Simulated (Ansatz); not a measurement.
Born–Oppenheimer molecular dynamics of C$_{3}$H$_{10}$B$_{2}$S (16 atoms, charge 0, multiplicity 1). It starts from a relaxed structure.

Level of theory: RKS B3LYP/6-31G (Ansatz).

```
ensemble        : NVT, Langevin thermostat
time step       : 2 fs
steps asked     : 40
set temperature : 100 K
friction        : 0.001 /fs
seed            : 979248
```

First frame:

```xyz
16
Properties=species:S:1:pos:R:3
B -0.544 -2.479 -0.707
S -0.070 -0.952 -1.556
C 0.728 0.191 -0.156
C 1.893 0.965 -0.767
B -0.592 0.976 0.198
C -1.525 0.611 1.403
H -0.352 -2.619 0.459
H -1.034 -3.322 -1.386
H 1.064 -0.514 0.611
H 2.330 1.625 -0.006
H 2.685 0.301 -1.130
H 1.560 1.594 -1.599
H -0.869 1.911 -0.503
H -1.396 1.395 2.171
H -1.311 -0.352 1.880
H -2.588 0.646 1.131
```

Q: How far do the bonds stretch over the last three quarters of this one trajectory? (Pairs bonded in most of those frames.)

A: 
```csv
bond,mean (Å),spread (Å),shortest,longest
B1–S2,1.810,0.008,1.79,1.83
B1–H7,1.189,0.010,1.17,1.21
B1–H8,1.188,0.009,1.17,1.20
S2–C3,1.986,0.036,1.93,2.04
C3–C4,1.527,0.011,1.51,1.55
C3–B5,1.571,0.015,1.54,1.60
C3–H9,1.095,0.010,1.08,1.11
C4–H10,1.099,0.019,1.07,1.13
C4–H11,1.099,0.028,1.06,1.14
C4–H12,1.095,0.008,1.08,1.11
B5–C6,1.566,0.015,1.54,1.59
B5–H13,1.201,0.011,1.18,1.22
C6–H14,1.105,0.032,1.06,1.15
C6–H15,1.096,0.011,1.08,1.12
C6–H16,1.100,0.008,1.09,1.11
```

Mean temperature of the second half: 50 K. The mean temperature of the second half is 50 % below the set value. A step of 2 fs is long for free X–H stretches (periods near 10 fs) and can bias their spread and the temperature. A run of 0.08 ps of so small a system gives no equilibrium averages. Limits of this set-up: no polarisation functions.

The run took 2.5 min on 1 thread of Arm Neoverse V2 (shared host), peak memory 0.16 GiB.
